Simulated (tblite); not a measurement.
Species: C5H9N2S (charge +1).
Numbering: `[CH3:1][S:2][c:3]1[cH:4][n:5]([CH3:6])[cH:7][nH+:8]1` (hydrogens: H9, H10, H11 on C1; H12 on C4; H13, H14, H15 on C6; H16 on C7; H17 on N8)

Cartesian coordinates in Å at the GFN2-xTB level; atoms count from 1:
```
atom  x, y, z in Å
C1     2.9998   -0.7020   -0.3256
S2     2.3718    0.9948   -0.3926
C3     0.6995    0.7401   -0.0267
C4    -0.0518   -0.3799    0.2503
N5    -1.3381    0.0290    0.4639
C6    -2.4344   -0.8447    0.7841
C7    -1.3959    1.3428    0.3285
N8    -0.1733    1.7972    0.0309
H9     2.8593   -1.1072    0.6709
H10    4.0606   -0.6316   -0.5472
H11    2.5064   -1.3062   -1.0797
H12    0.2335   -1.4090    0.3078
H13   -2.2302   -1.3791    1.7127
H14   -3.3468   -0.2643    0.9013
H15   -2.5764   -1.5770   -0.0115
H16   -2.2745    1.9480    0.4382
H17    0.0837    2.7611   -0.1286
```

Structure optimised with GFN2-xTB, isolated species.

Take the most abundant isotopes and a rigid rotor. The values belong to one conformer with, in the numbering `[CH3:1][S:2][c:3]1[cH:4][n:5]([CH3:6])[cH:7][nH+:8]1`, C1–S2–C3–C4 0°.

**Question.** Give the principal moments of inertia and the rotational constants in MHz.

**Answer.** Ia = 120.36, Ib = 477.45, Ic = 591.40 u·Å²; 505379 MHz·u·Å²/I gives A = 4199, B = 1059, C = 854.5 MHz.

**Question.** Classify the top.

**Answer.** An asymmetric top; Ray's κ = -0.878.

**Question.** Is it planar, by Δ = Ic − Ia − Ib?

**Answer.** Not planar: Δ = Ic − Ia − Ib = -6.41 u·Å². For a rigid frame Δ = −2 Σ m c², so Σ m c² = 3.21 u·Å² lies off the ab plane, practically all of it from hydrogen. The atom farthest from that plane is 0.90 Å away.

**Question.** Give the other two planar moments, Paa and Pbb, and the rms extents of the mass along the axes.

**Answer.** Paa = Σ m a² = (Ib + Ic − Ia)/2 = 474.24 and Pbb = Σ m b² = (Ia + Ic − Ib)/2 = 117.16 u·Å². With the mass M = 129.05 u, the rms extents √(P/M) along a, b and c are 1.92, 0.95, 0.16 Å.

**Question.** Estimate the classical rotational partition function at 25 K, 50 K and 298.15 K.

**Answer.** Point group Cs, symmetry number σ = 1; q = (√π/σ)·√((kT/h)³/(ABC)), k/h = 20836.6 MHz/K: 10800 at 25 K, 30600 at 50 K, 445000 at 298.15 K.

Its GFN2-xTB frequencies are all real (lowest 70 cm⁻¹). No vibrational averaging or centrifugal distortion is included, and the geometry carries the error of its method.

All values are computed, not measured.
